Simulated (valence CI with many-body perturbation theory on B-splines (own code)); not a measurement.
# W43+ in brief

Calculated by configuration interaction combined with many-body perturbation theory (CI+MBPT): three valence electrons over a frozen Dirac-Fock core [Ar] 3d10, a basis of 11 s, 11 p, 10 d, 8 f, 5 g, 2 h functions for each j, with the one-electron correlation potential Σ1 (screened to all orders), the two-electron term Σ2, the three-electron term Σ3, Breit, model QED; selected single and double excitations, second order for the rest, scaled by the run's own slope (own B-spline code, finite nucleus).

No measured spectrum was set against this ion. As an estimate, large intervals hold to a few tenths of a per cent, small ones and those within an open d or f shell to about a per cent.

Levels are named by their leading jj configuration (3d3/2^4 stands for four electrons in 3d with j = 3/2), which in mixed levels can hold well under half, so a name can repeat and another be missing.

Rates and lifetimes use the calculated energies. Strong lines usually hold to 10 to 20 %, long lifetimes can be off by a factor of two.

What is the ground level?

(4s^2 4p1/2) J=1/2, composition 100 % 4s²4p ²P°, g = 0.659.

Where does the other parity begin?

At (4s 4p1/2^2) J=1/2, 96.76 eV.

Among levels below 824.83 eV, which E1 lines absorb most strongly from the ground level?

to (4s^2 4d3/2) J=3/2 at 4.789 nm, f = 0.827; to (4s 4p1/2 4p3/2) J=3/2 at 6.136 nm, f = 0.403; to (4s 4p1/2 4p3/2) J=1/2 at 6.060 nm, f = 0.381.

What is the ionisation energy?

2207.6 eV; NIST lists 2210 ± 1.5 eV (semi-empirical).

Name the longest-lived excited levels whose lifetime is computed, and their main decay.

(4s 4p3/2 4d5/2) J=9/2 at 451.86 eV lives 248 ns, mostly by M1 to (4s 4p1/2 4d5/2) J=7/2; (4s^2 4p3/2) J=3/2 at 98.19 eV lives 217 ns, mostly by M1 to (4s^2 4p1/2) J=1/2.
